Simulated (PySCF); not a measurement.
Bonds (- single, = double, # triple, : aromatic): F1-C2 1.315 Å, C2-F3 1.316 Å, C2=C4 1.341 Å, C4-F5 1.340 Å, C4-C6 1.453 Å, C6-F7 1.340 Å, C6=C8 1.341 Å, C8-F9 1.315 Å, C8-F10 1.316 Å.

Non-relativistic, one conformer, no solvent model, one averaged value for each set of equivalent atoms. PBE0/pcSseg-1 with gauge-including orbitals; GFN2-xTB geometry; PySCF 2.14.

Shifts are taken against calculated references (same method and geometry level): TMS for ¹³C (186.93 ppm); CFCl3 for ¹⁹F (170.95 ppm).

| atoms | nucleus | count | δ (ppm) |
| --- | --- | --- | --- |
| F5/F7 | ¹⁹F | 2 | -215.8 |
| C4/C6 | ¹³C | 2 | 130.2 |
| F1/F9 | ¹⁹F | 2 | ? |
| F3/F10 | ¹⁹F | 2 | ? |
| C2/C8 | ¹³C | 2 | 165.5 |

Task: Complete the table.

Result: 
- F3/F10: -96.0 ppm, vinylic fluorine
- F1/F9: -113.3 ppm, vinylic fluorine

Shifts are as computed. Against solution values, carbons near 30 ppm lie about +3 ppm off and those near 130 ppm about +5 ppm. Of 1211 compounds with measured shifts, 218 miss one by over three times the rms of a fit or turn the order of signals round; such compounds aren't used in these exercises. Unscaled 19F shifts against computed CFCl3 carry errors that often reach 10 to 50 ppm.
